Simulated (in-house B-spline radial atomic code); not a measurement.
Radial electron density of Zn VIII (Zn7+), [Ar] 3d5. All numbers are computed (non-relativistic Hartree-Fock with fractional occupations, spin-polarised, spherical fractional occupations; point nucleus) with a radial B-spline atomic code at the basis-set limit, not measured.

Columns: r (bohr), 4πr²n(r) (electrons per bohr), bar.

```
 0.00225    1.026 #
 0.00268    1.419 ##
 0.00319     1.95 ##
 0.00379    2.655 ###
 0.00451    3.601 ####
 0.00537    4.849 #####
 0.00639    6.459 #######
  0.0076    8.499 #########
 0.00905    11.05 ############
  0.0108    14.18 ###############
  0.0128    17.68 ###################
  0.0152    21.61 #######################
  0.0181    25.81 ###########################
  0.0216     29.9 ################################
  0.0257    33.32 ###################################
  0.0306    35.62 ######################################
  0.0364    36.38 #######################################
  0.0433    35.49 ######################################
  0.0515    33.32 ###################################
  0.0612    30.83 #################################
  0.0729     29.3 ###############################
  0.0867    29.98 ################################
   0.103    33.14 ###################################
   0.123    37.84 ########################################
   0.146    41.41 ############################################
   0.174    41.44 ############################################
   0.207    36.76 #######################################
   0.246    28.97 ###############################
   0.293    21.57 #######################
   0.348    18.12 ###################
   0.415    19.09 ####################
   0.493     21.7 #######################
   0.587    22.23 ########################
   0.698    18.95 ####################
   0.831    13.05 ##############
   0.989    7.162 ########
    1.18    3.031 ###
     1.4    1.012 #
    1.67    0.241 
    1.98  0.04334 
    2.36 0.004988
```

On this grid the curve has 3 maxima, near 0.0364, 0.174, 0.587 bohr.

The 3p up radial function P(r) = rR(r), positive near the nucleus:

```tsv
r (bohr)	P
0.00225	0.001552
0.00319	0.003076
0.00451	0.006029
0.00639	0.01177
0.00905	0.02268
0.0128	0.0429
0.0181	0.07925
0.0257	0.1426
0.0364	0.244
0.0515	0.3897
0.0729	0.565
0.103	0.7053
0.146	0.683
0.207	0.3445
0.293	-0.3261
0.415	-1.05
0.587	-1.344
0.831	-1.028
1.18	-0.4606
1.67	-0.1074
2.36	-0.01035
```
